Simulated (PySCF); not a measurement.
C$_{2}$H$_{5}$BFN, singlet, geometry from GFN2-xTB; CAMB3LYP/6-31G*, polarisability (PySCF).

Input for PySCF:
```python
from pyscf import gto, scf, dft
from pyscf.prop import polarizability

mol = gto.Mole()
mol.atom = '''
    B    -0.36644450    0.17941371    0.31134699
    F    -1.66078992    0.11559815    0.66707306
    C     0.14411073   -0.76105694   -0.82909244
    C     1.38072741   -0.80638555   -1.30985956
    H    -0.58815307   -1.43373198   -1.26106679
    H     1.67249224   -1.47952669   -2.10109202
    H     2.16387634   -0.16747752   -0.93256943
    N     0.41960079    1.09139135    1.00129677
    H     0.04706124    1.67649177    1.72917383
    H     1.39782081    1.23170813    0.82979662
'''
mol.basis = '6-31g*'
mol.verbose = 4
mol.build()

mf = dft.RKS(mol)
mf.xc = 'camb3lyp'
mf.kernel()
alpha = mf.Polarizability().polarizability()[2, 2]
print('alpha_zz =', alpha)
```

Problem. Write the output that PySCF gives for this input, abridged.

Solution. 
```
site-packages/pyscf/prop/efg/rhf.py:45: UserWarning: Module EFG is under testing
  warnings.warn('Module EFG is under testing')
site-packages/pyscf/prop/efg/dhf.py:30: UserWarning: Module EFG is under testing
  warnings.warn('Module EFG is under testing')
site-packages/pyscf/prop/zfs/uhf.py:40: UserWarning: Module ZFS is under testing
  warnings.warn('Module ZFS is under testing')
site-packages/pyscf/prop/gtensor/uhf.py:43: UserWarning: Module g-tensor is under testing
  warnings.warn('Module g-tensor is under testing')
site-packages/pyscf/prop/gtensor/uks.py:41: UserWarning: Module g-tensor is under testing
  warnings.warn('Module g-tensor is under testing')
site-packages/pyscf/prop/hfc/uks.py:35: UserWarning: Module HFC is under testing
  warnings.warn('Module HFC is under testing')
site-packages/pyscf/prop/magnetizability/rhf.py:39: UserWarning: Module magnetizability is under testing
  warnings.warn('Module magnetizability is under testing')
site-packages/pyscf/prop/magnetizability/uhf.py:37: UserWarning: Module magnetizability is under testing
  warnings.warn('Module magnetizability is under testing')
site-packages/pyscf/prop/magnetizability/rks.py:37: UserWarning: Module magnetizability is under testing
  warnings.warn('Module magnetizability is under testing')
site-packages/pyscf/prop/magnetizability/uks.py:39: UserWarning: Module magnetizability is under testing
  warnings.warn('Module magnetizability is under testing')
site-packages/pyscf/prop/polarizability/uhf.py:34: UserWarning: Module polarizability is under testing
  warnings.warn('Module polarizability is under testing')
site-packages/pyscf/prop/polarizability/rks.py:29: UserWarning: Module polarizability is under testing
  warnings.warn('Module polarizability is under testing')
site-packages/pyscf/prop/polarizability/uks.py:29: UserWarning: Module polarizability is under testing
  warnings.warn('Module polarizability is under testing')
PySCF version 2.14.0

[INPUT] verbose = 4
[INPUT] num. atoms = 10
[INPUT] num. electrons = 38
[INPUT] charge = 0
[INPUT] spin (= nelec alpha-beta = 2S) = 0
[INPUT] symmetry False subgroup None
[INPUT] Mole.unit = angstrom
[INPUT] Symbol           X                Y                Z      unit          X                Y                Z       unit  Magmom
[INPUT]  1 B     -0.366444500000   0.179413710000   0.311346990000 AA   -0.692479744853   0.339042774892   0.588360540808 Bohr   0.0
[INPUT]  2 F     -1.660789920000   0.115598150000   0.667073060000 AA   -3.138438099238   0.218448844006   1.260585388476 Bohr   0.0
[INPUT]  3 C      0.144110730000  -0.761056940000  -0.829092440000 AA    0.272329811311  -1.438189181800  -1.566757643547 Bohr   0.0
[INPUT]  4 C      1.380727410000  -0.806385550000  -1.309859560000 AA    2.609196657580  -1.523847840307  -2.475275830043 Bohr   0.0
[INPUT]  5 H     -0.588153070000  -1.433731980000  -1.261066790000 AA   -1.111448221622  -2.709360778230  -2.383070857884 Bohr   0.0
[INPUT]  6 H      1.672492240000  -1.479526690000  -2.101092020000 AA    3.160552279060  -2.795900238084  -3.970488480309 Bohr   0.0
[INPUT]  7 H      2.163876340000  -0.167477520000  -0.932569430000 AA    4.089133650026  -0.316486644821  -1.762300814842 Bohr   0.0
[INPUT]  8 N      0.419600790000   1.091391350000   1.001296770000 AA    0.792930574751   2.062430746219   1.892176664712 Bohr   0.0
[INPUT]  9 H      0.047061240000   1.676491770000   1.729173830000 AA    0.088932854682   3.168110295387   3.267664960465 Bohr   0.0
[INPUT] 10 H      1.397820810000   1.231708130000   0.829796620000 AA    2.641498502118   2.327591031100   1.568088350890 Bohr   0.0

nuclear repulsion = 152.948474074165
number of shells = 40
number of NR pGTOs = 155
number of NR cGTOs = 80
basis = 6-31g*
ecp = {}

******** <class 'pyscf.dft.rks.RKS'> ********
method = RKS
initial guess = minao
damping factor = 0
level_shift factor = 0
DIIS = <class 'pyscf.scf.diis.CDIIS'>
diis_start_cycle = 1
diis_space = 8
diis_damp = 0
SCF conv_tol = 1e-09
SCF conv_tol_grad = None
SCF max_cycles = 50
direct_scf = True
direct_scf_tol = 1e-13
XC library pyscf.dft.libxc version 7.1.2
    S. Lehtola, C. Steigemann, M. J. T. Oliveira, and M. A. L. Marques,  SoftwareX 7, 1–5 (2018)
XC functionals = camb3lyp
    T. Yanai, D. P. Tew, and N. C. Handy,  Chem. Phys. Lett. 393, 51 (2004)
radial grids:
    Treutler-Ahlrichs [JCP 102, 346 (1995); DOI:10.1063/1.469408] (M4) radial grids

becke partition: Becke, JCP 88, 2547 (1988); DOI:10.1063/1.454033
pruning grids: <function nwchem_prune>
grids dens level: 3
symmetrized grids: False
atomic radii adjust function: <function treutler_atomic_radii_adjust>
small_rho_cutoff = 0
Set gradient conv threshold to 3.16228e-05
Initial guess from minao.
tot grids = 119488
init E= -259.152777148951
  HOMO = -0.316780706784771  LUMO = -0.0773523872287196  gap/eV = 6.51518
cycle= 1 E= -258.557992230986  delta_E= 0.595  |g|= 0.596  |ddm|= 2.87
  HOMO = -0.271205149898095  LUMO = 0.0625209015300707  gap/eV = 9.08115
cycle= 2 E= -258.56313948959  delta_E= -0.00515  |g|= 0.643  |ddm|= 0.933
  HOMO = -0.312346028579155  LUMO = 0.0421641529298102  gap/eV = 9.64671
cycle= 3 E= -258.62897265135  delta_E= -0.0658  |g|= 0.0557  |ddm|= 0.483
  HOMO = -0.323377040878363  LUMO = 0.0335195461988937  gap/eV = 9.71165
cycle= 4 E= -258.629505025155  delta_E= -0.000532  |g|= 0.0255  |ddm|= 0.0603
  HOMO = -0.319171976231501  LUMO = 0.0363652023180929  gap/eV = 9.67466
cycle= 5 E= -258.629640353631  delta_E= -0.000135  |g|= 0.00675  |ddm|= 0.0233
  HOMO = -0.31911124374551  LUMO = 0.0369414459672037  gap/eV = 9.68869
cycle= 6 E= -258.62964957056  delta_E= -9.22e-06  |g|= 0.00131  |ddm|= 0.00512
  HOMO = -0.319302206406216  LUMO = 0.03673212767767  gap/eV = 9.68819
cycle= 7 E= -258.629650069616  delta_E= -4.99e-07  |g|= 0.000343  |ddm|= 0.00153
  HOMO = -0.319300102077763  LUMO = 0.0367387438744284  gap/eV = 9.68831
cycle= 8 E= -258.629650101093  delta_E= -3.15e-08  |g|= 9.88e-05  |ddm|= 0.000477
  HOMO = -0.319298228588805  LUMO = 0.0367474595774655  gap/eV = 9.68850
cycle= 9 E= -258.629650103902  delta_E= -2.81e-09  |g|= 4.84e-05  |ddm|= 0.000118
  HOMO = -0.319297020137266  LUMO = 0.036748861935548  gap/eV = 9.68850
cycle= 10 E= -258.629650104465  delta_E= -5.64e-10  |g|= 1.28e-05  |ddm|= 5.12e-05
  HOMO = -0.319297958918785  LUMO = 0.036748814715168  gap/eV = 9.68853
Extra cycle  E= -258.629650104489  delta_E= -2.35e-11  |g|= 1.31e-05  |ddm|= 2.14e-05
converged SCF energy = -258.629650104489
Isotropic polarizability 36.0085456762
Polarizability anisotropy 12.7316719028
alpha_zz = 33.30524024059305
```
